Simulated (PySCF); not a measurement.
GeO₂: adding exact exchange

Base calculation in PySCF with density fitting and no spin–orbit coupling, PBE/def2-TZVP (no relativity): singlet, D∞h, Ge–O 1.636 Å (×2); wavenumbers 198 (×2), 863, 1041 cm⁻¹; gap between the highest occupied and lowest empty levels 3.64 eV, polar-tensor charge of Ge 0.99 e, atomisation energy (no zero-point energy) 1062 kJ/mol.

**Question.** What changes on going to PBE0/def2-TZVP (no relativity)?

**Answer.** The point group stays the same. Changes: mean bond to Ge -0.023 Å, highest wavenumber +60 cm⁻¹, lowest wavenumber +18 cm⁻¹, gap between the highest occupied and lowest empty levels +2.72 eV, polar-tensor charge of Ge +0.12 e, atomisation energy (no zero-point energy) -125 kJ/mol. The new structure has Ge–O 1.613 Å (×2), with wavenumbers 216 (×2), 921, 1101 cm⁻¹. Exact exchange shortens and stiffens the bonds and opens the gap, the usual pattern.

Each species is the lowest minimum found with this bonding; other isomers or fragments can lie lower.
